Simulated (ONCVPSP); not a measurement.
Before and after: ONCV potential for Ge (Z = 32)

Ge, optimised norm-conserving Vanderbilt (ONCV), made with ONCVPSP 4.0.1 (LDA (Perdew-Zunger), scalar-relativistic). Core [Ar] 3d10, reference 4s2 4p2. Waves: 4s: rc 1.60 bohr, ncon 4, nbas 9, qcut 4.4 1/bohr, 1 projector; 4p: rc 1.60 bohr, ncon 4, nbas 7, qcut 4.5 1/bohr, local; d scattering state at 0.46 Ha: rc 1.95 bohr, ncon 3, nbas 7, qcut 5 1/bohr, 2 projectors, debl 3.4 Ha. Local part: the p channel. Core correction: Teter function fitted to the true core (icmod 2), fcfact 0.55.

Change: reference 4s2 4p1.

Cutoffs: the cutoffs (Ha) at which the residual kinetic energy of the hardest occupied pseudo-wave falls to 1 and 0.1 mHa per electron; they do not see the model core or the augmentation charge, which bear on the density cutoff. Errors are all-electron minus pseudo energies relative to the spin-unpolarised reference configuration.

Q: What does the change do?

A: The potential gets harder (8.7 Ha and 33 Ha → 8.8 Ha and 41 Ha); both files keep a bound ghost (s).

| quantity | base | changed |
| --- | --- | --- |
| cutoff, loose | 8.7 Ha | 8.8 Ha |
| cutoff, tight | 33 Ha | 41 Ha |
| loose cutoff by channel | s 8.7 Ha, p 6.6 Ha | s 8.8 Ha, p 7.3 Ha |
| bound ghosts | s | s |
| GHOST(+) flags under 300 eV | none | none |
| largest error over its own tests, meV | -177 | -132 |
| s: phases at 1.62 bohr within 0.05 rad from the reference energy up to (Ha; the scan ends near 5) | 3.7 | 3.4 |
| p: phases at 1.62 bohr within 0.05 rad from the reference energy up to (Ha; the scan ends near 5) | 2.7 | 2.5 |
| d: phases at 1.98 bohr within 0.05 rad from the reference energy up to (Ha; the scan ends near 5) | 4.6 | 4.7 |
| rms error of d²Exc/dni dnj with the model core, mHa | 1.24 | 1.74 |

Base: The cutoffs count occupied waves only; projector 2 of the d channel, the hardest unoccupied one, needs 86 Ha at the loose tolerance. Changed file: The cutoffs count occupied waves only; projector 2 of the d channel, the hardest unoccupied one, needs 66 Ha at the loose tolerance. A true bound ghost makes a file unfit for plane-wave use even where its test errors are small: the radial tests pick states by their node count and pass the ghost by.
